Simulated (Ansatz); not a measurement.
Process, species as SMILES: [F][Ge]([F])[F] → 3 F atom + Ge atom
B3LYP-D3(BJ)/def2-TZVP geometries, fixed; electronic energies without zero-point terms.

The atomisation energy at MP2 with Ansatz (a program for electronic structure), in kcal/mol, split into its Hartree-Fock and correlation parts. Cores are frozen (with 3d on Ga to Br). Open shells are unrestricted. No added dispersion term, no relativity. Functions are those of the species that has most.

```csv
basis,X,functions,Hartree-Fock,MP2
cc-pVDZ,2,69,197.55,310.27
cc-pVTZ,3,133,217.68,346.56
cc-pVQZ,4,233,222.10,357.53
cc-pV5Z,5,377,222.15,360.36
```

Worked estimate of the basis-set limit from each neighbouring pair, with Hartree-Fock from the larger set and the correlation part extrapolated as X^-3.
Correlation parts: X = 2: 112.72, X = 3: 128.88, X = 4: 135.43, X = 5: 138.21.
- (2,3): (27·(128.88) - 8·(112.72))/19 = 135.68; with Hartree-Fock 217.68 the estimate is 353.36 kcal/mol.
- (3,4): (64·(135.43) - 27·(128.88))/37 = 140.21; with Hartree-Fock 222.10 the estimate is 362.31 kcal/mol.
- (4,5): (125·(138.21) - 64·(135.43))/61 = 141.13; with Hartree-Fock 222.15 the estimate is 363.28 kcal/mol.
The last two estimates differ by 0.97 kcal/mol; the largest set lies 2.92 from the last. Over the last step Hartree-Fock moves by 0.05 and the correlation part by 2.78.
